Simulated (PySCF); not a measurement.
Cartesian coordinates in Å; atom numbers follow the order of the lines, from 1:
```xyz
26

C    -1.516   -2.534   -0.297
C    -1.509   -1.085    0.160
C    -0.435   -0.221   -0.513
C    -0.566    1.250   -0.104
C     0.394    2.181   -0.826
C     0.953   -0.753   -0.244
C     1.774   -1.221   -1.272
C     3.049   -1.701   -0.969
N     3.547   -1.743    0.262
C     2.767   -1.300    1.247
C     1.481   -0.802    1.051
H    -0.563   -3.035   -0.066
H    -1.671   -2.607   -1.385
H    -2.320   -3.103    0.193
H    -1.374   -1.037    1.255
H    -2.492   -0.625   -0.041
H    -0.597   -0.280   -1.605
H    -1.606    1.566   -0.290
H    -0.419    1.334    0.988
H     0.249    2.134   -1.917
H     1.443    1.917   -0.622
H     0.246    3.226   -0.516
H     1.423   -1.211   -2.307
H     3.699   -2.069   -1.772
H     3.189   -1.340    2.258
H     0.900   -0.454    1.909
```

Geometry: PBE0-D3(BJ)/def2-SVP; GIAO shifts from PySCF 2.14.0 with density-fitted response routines, gas phase, non-relativistic, averaged over equivalent atoms.

At PBE0/pcSseg-1 (262 basis functions):
```csv
atoms,δ (ppm)
C6,159.6
C8/C10,156.0
C7/C11,128.8
C3,52.9
C2/C4,34.2
C1/C5,14.2
N9,358.1
H24/H25,8.71
H23/H26,7.02
H17,1.87
H16/H18,1.54
H15/H19,1.46
H12/H13/H14/H20/H21/H22,0.68
```

Scale: ¹³C (σ = 184.41 ppm) and ¹H (σ = 31.27 ppm) against TMS; ¹⁵N (σ = 265.67 ppm) against NH3 (reference shieldings calculated alike).

Task: What do these become at mPW1PW91/pcSseg-1?

Result: 
```
                  atoms  δ at mPW1PW91/pcSseg-1  change
                     C6                   159.6    +0.0
                 C8/C10                   156.0    +0.0
                 C7/C11                   128.7    -0.1
                     C3                    52.5    -0.4
                  C2/C4                    34.1    -0.1
                  C1/C5                    14.4    +0.2
                     N9                   357.6    -0.5
                H24/H25                    8.69   -0.02
                H23/H26                    7.01   -0.01
                    H17                    1.87   +0.00
                H16/H18                    1.53   -0.01
                H15/H19                    1.46   +0.00
H12/H13/H14/H20/H21/H22                    0.68   +0.00
```

Scale: TMS for ¹³C (183.54 ppm) and ¹H (31.32 ppm); NH3 for ¹⁵N (264.17 ppm) (reference shieldings calculated alike).

The largest change is at N9 (pyridine-type ring nitrogen). Cost: 262 basis functions. The order of the carbon signals is the same at both levels.

Experimental scales use liquid or dissolved standards, which lie at an offset from isolated NH3 (liquid NH3: subtract about 20 ppm). Unscaled 15N shifts of sp2 nitrogen come out 20 to 40 ppm too high even then.
